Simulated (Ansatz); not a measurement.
A set of 12 reactions (substitution), with CCSD(T)/CBS values in kJ/mol:

| reaction | ΔE |
| --- | --- |
| `[CH3][Sn]([SH])([Cl])[Cl]` + `[Cl][SnH2][SeH]` → `C[Se][SnH2][Cl]` + `[SH][SnH]([Cl])[Cl]` | 55.6 |
| `[SiH3]/C=C/Br` + HCl → `[SiH3]/C=C/Cl` + HBr | 5.6 |
| `OCC1=CB1` + `NBCl` → `OCNBCl` + `B1C=C1` | 33.7 |
| `[CH3][Zn][CH2]O` + `[CH3][SbH][SH]` → `C[S][SbH][CH3]` + `O[CH2][ZnH]` | 44.0 |
| `CCO[SiH3]` + `COB(O)F` → `COB(F)OC` + `CO[SiH3]` | 69.1 |
| `CC(O)(F)F` + `C=N` → `C=NC(C)(F)F` + H₂O | -0.8 |
| `C=C=C(F)CC` + `N[SiH3]` → `C=C=C(F)N[SiH3]` + `CC` | 18.8 |
| `F[SiH](F)[CH2][GeH3]` + NH₃ → `N[CH2][GeH3]` + `F[SiH2]F` | 114.8 |
| `[OH][In]([F])[CH2]F` + `O[SiH2][SiH3]` → `FCO[SiH2][SiH3]` + `[OH][InH][F]` | 12.5 |
| `Cl[SiH2]CI` + `O[SiH3]` → `[SiH3]OC[SiH2]Cl` + HI | 68.2 |
| `[CH3][SnH]1[BH][NH]1` + `F[Si](S)(Cl)Cl` → `CS[Si](F)(Cl)Cl` + `[BH]1[NH][SnH2]1` | 38.8 |
| `CBC(C)C` + `C=C(O)[SiH3]` → `C=C([SiH3])OC` + `BC(C)C` | 83.4 |

Program: Ansatz. Geometries: PBE0-D4/def2-TZVP. ΔE: electronic, gas phase. CCSD(T)/CBS is the MP2 limit (def2-TZVPP, def2-QZVPP) plus CCSD(T) − MP2 in def2-TZVPP, frozen cores. This one scheme is used for every species. Double bonds are as drawn, so ΔE can hold a change between cis and trans. Functionals use def2-TZVPP. B3LYP here is the variant with VWN-RPA as its local correlation; programs differ in this. Elements past krypton have def2 core potentials. For Br, Ge, I, In, Sb, Se, Sn, Zn outer-core shells are correlated without core-valence functions, which leaves a few kJ/mol of doubt a bond. Scalar relativity is left out up to krypton. Each species was taken in one conformer, which may not be the lowest.

Task: Give the mean, mean absolute and largest difference (level minus CCSD(T)/CBS, kJ/mol) for: PBE-D4, r2SCAN-D4, PBE0-D4, B3LYP-D4, ωB97X-V, ωB97M-V, B2PLYP, PBE, PBE0, HF/def2-TZVPP, HF/def2-QZVPP, MP2/def2-QZVPP, SCS-MP2/def2-QZVPP, CCSD/CBS(def2). (Estimate.)

Result: Computed: 
```tsv
level	mean	mean absolute	largest
PBE-D4	-3.2	5.4	-11.3
r2SCAN-D4	-2.1	4.8	-10.5
PBE0-D4	-2.9	5.1	-10.1
B3LYP-D4	-5.2	6.5	-14.7
ωB97X-V	-5.0	6.5	-15.8
ωB97M-V	-2.7	4.3	-11.8
B2PLYP	-2.5	4.2	-10.7
PBE	-2.4	5.9	-11.5
PBE0	-2.2	5.1	-11.0
HF/def2-TZVPP	-7.5	10.6	-23.1
HF/def2-QZVPP	-7.6	10.5	-22.9
MP2/def2-QZVPP	2.2	3.0	8.4
SCS-MP2/def2-QZVPP	-0.8	1.4	-4.6
CCSD/CBS(def2)	-0.2	0.9	-2.9
```

The largest T1 diagnostic in the set is 0.017, for `[OH][InH][F]` (customary mark 0.02).

CCSD(T)/CBS is a level of theory with its own doubt, and the functionals carry their triple-zeta basis error, so these figures describe this set and don't rank the functionals.
